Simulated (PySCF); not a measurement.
# Radial density of As²⁺ (arsenic, charge +2)

UHF, [Ar] 3d10 4s2 4p1, 2P determinant. All numbers are calculated (PySCF 2.14, a scalar-relativistic core potential, in aug-cc-pVTZ-PP with one added diffuse shell each of s, d, f type with ECP10MDF (7s5p5d3f, 68 functions)). This is the valence pseudo-density: the core potential removes the inner electrons and smooths the orbitals near the nucleus.

| r (bohr) | 4πr²ρ (e/bohr) | 4πr²(ρα − ρβ) |
| --- | --- | --- |
| 0.000991 | 3.047e-05 | 0.0000 |
| 0.00167 | 8.563e-05 | 0.0000 |
| 0.00280 | 0.0002377 | 0.0000 |
| 0.00471 | 0.0006390 | 0.0000 |
| 0.00793 | 0.001595 | 0.0000 |
| 0.0133 | 0.003537 | 0.0000 |
| 0.0224 | 0.007130 | 0.0000 |
| 0.0377 | 0.01457 | 0.0000 |
| 0.0635 | 0.06520 | 0.0000 |
| 0.107 | 0.5550 | -0.0005 |
| 0.180 | 3.775 | -0.0004 |
| 0.302 | 16.37 | 0.0346 |
| 0.508 | 30.78 | 0.0685 |
| 0.855 | 13.62 | 0.0103 |
| 1.44 | 3.104 | 0.4501 |
| 2.42 | 1.110 | 0.4346 |
| 4.07 | 0.06562 | 0.0407 |
| 6.84 | 0.0003097 | 0.0003 |

Energies and moments cover only the electrons outside the core potential.
